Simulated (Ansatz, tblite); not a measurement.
**Ligand exchange: C2H5Br + ICl → C2H5Cl + IBr**

Species: C2H5Br (bromoethane) `CCBr`, singlet; ICl (iodine monochloride), singlet; C2H5Cl (chloroethane) `CCCl`, singlet; IBr (iodine monobromide), singlet. The partners trade Br for Cl: C–Br and I–Cl bonds give way to C–Cl and I–Br.

Shapes, held fixed at every level: PBE0-D4/def2-TZVP. Programs: Ansatz 0.2.0, tblite 0.8.0. The zero-point and thermal change to 298 K, harmonic and unscaled (PBE0-D4/def2-TZVP), is +0.8 kJ/mol.

(1) Estimate the reaction enthalpy at 298 K.

Answers

(1) From tabulated heats of formation (Active Thermochemical Tables), ΔH(298 K) = -24.7 kJ/mol. Nearest: PBE0-D4/def2-TZVPP (-2.2); farthest: GFN1-xTB (-12.6). 7 of 8 levels lie within 10 kJ/mol. For atoms past krypton def2 sets carry core potentials with scalar relativity. Relativity is left out for Br. Outer-core shells of Br, I are correlated in most correlated rows, in sets that cover them unevenly.

```tsv
level	kind	ΔH (kJ/mol)	computed − measured
GFN1-xTB	semi-empirical	-37.3	-12.6
HF/def2-SVP	Hartree–Fock	-33.7	-9.0
HF/def2-TZVPP	Hartree–Fock	-30.3	-5.5
BHLYP-D4/def2-TZVPP	global hybrid	-28.1	-3.4
PBE0-D4/def2-TZVPP	global hybrid	-27.0	-2.2
MP2/def2-TZVPP	perturbation theory	-22.2	+2.6
CCSD/def2-SVP	coupled cluster or CI	-34.6	-9.8
CCSD(T)/def2-TZVPP	coupled cluster or CI	-21.8	+3.0
```
